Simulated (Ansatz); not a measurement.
Geometry optimisation, RKS PBE-D4/def2-SVP in Ansatz.

Input file:

```yaml
crystal:
  periodic: [false, false, false]
  atoms:
    - { symbol: Ge, position_ang: [-1.0843, 0.1764, 1.6426] }
    - { symbol: H, position_ang: [-0.9117, -0.8779, 0.3678] }
    - { symbol: Si, position_ang: [0.4105, -0.2465, -0.7945] }
    - { symbol: H, position_ang: [-1.0315, 1.3869, 0.5836] }
    - { symbol: H, position_ang: [0.5173, 0.2499, 1.7342] }
    - { symbol: H, position_ang: [0.8694, -1.5924, -1.1555] }
    - { symbol: H, position_ang: [1.5869, 0.5531, -0.4926] }
    - { symbol: H, position_ang: [-0.3565, 0.3505, -1.8857] }
basis:
  gaussian: { orbitals: def2-SVP }
hamiltonian:
  xc: pbe
  dispersion: d4
relax:
  f_tol: 0.15
  max_steps: 25
  restrain:
    - { distance: [0, 1], at: 2.81, k: 30.0 }
    - { distance: [0, 2], at: 3.61, k: 30.0 }
    - { distance: [1, 2], at: 1.42, k: 30.0 }
```

Command:

```bash
$ ansatz run input.yaml --threads 2 --pin off --max-ram 3072MiB --backend cpu --events-out ev --progress --plain --runs-dir out
```

**Question.** Where does it end, and by what steps?

**Answer.** The run converged. The restraints hold the end off the free minimum. After 8 steps the energy has risen by 0.263 eV (the restraints' own energy left out); H5 moved furthest, 0.75 Å. Parted: Ge1–H2. Joined: H2–Si3.

```tsv
step	energy less start (eV)	largest force component (eV/Å)	accepted
0	0.0000	1.225	yes
1	0.2537	1.679	yes
2	0.6618	2.105	yes
3	0.9602	2.120	yes
4	0.4966	1.205	yes
5	0.3297	1.082	yes
6	0.2806	1.005	yes
7	0.2707	0.879	yes
8	0.2632	0.949	yes
```

```xyz
8
Properties=species:S:1:pos:R:3
Ge -1.239 0.561 2.014
H -0.487 -1.182 -0.045
Si 0.384 -0.539 -1.020
H -1.020 1.584 0.778
H 0.338 0.646 2.348
H 1.017 -1.658 -1.801
H 1.445 0.268 -0.338
H -0.437 0.319 -1.937
```

Whether the end is a true minimum wasn't checked by a vibrational analysis.

The run took 11 s on 2 threads of Arm Neoverse V1, with other jobs on the host, peak memory 0.14 GiB.
